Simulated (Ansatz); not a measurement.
Basis-set extrapolation for C9H10N2 (`CN(C)c1ccc(C#N)cc1`) (PBE0-D4/def2-TZVP geometry, frozen core, the Gaussian-basis code of Ansatz). Multiplicity 1, RHF reference.

|  | def2-TZVPP | def2-QZVPP |
| --- | --- | --- |
| HF | -455.683720 | -455.702716 |
| MP2 correlation | -1.830576 | -1.947690 |
| CCSD(T) correlation | -1.963906 | not run |

Energies in hartree. Use E(X) = E(∞) + A·exp(−7.88·√X) for Hartree–Fock and E(X) = E(∞) + B·X^(−2.97) for correlation, with X = 3 and 4, and add CCSD(T) minus MP2 of the smaller set to the MP2 limit.

Q: What is the CCSD(T) energy at the basis-set limit?

A: HF limit: -455.702716 + (-0.018996) × 0.13774 = -455.70533. MP2 limit: -1.947690 + (-0.117114) × 0.74074 = -2.03444. Higher-order term: -1.963906 − (-1.830576) = -0.13333. Total: -457.87310 hartree, 592.0 kJ/mol below CCSD(T)/def2-TZVPP.
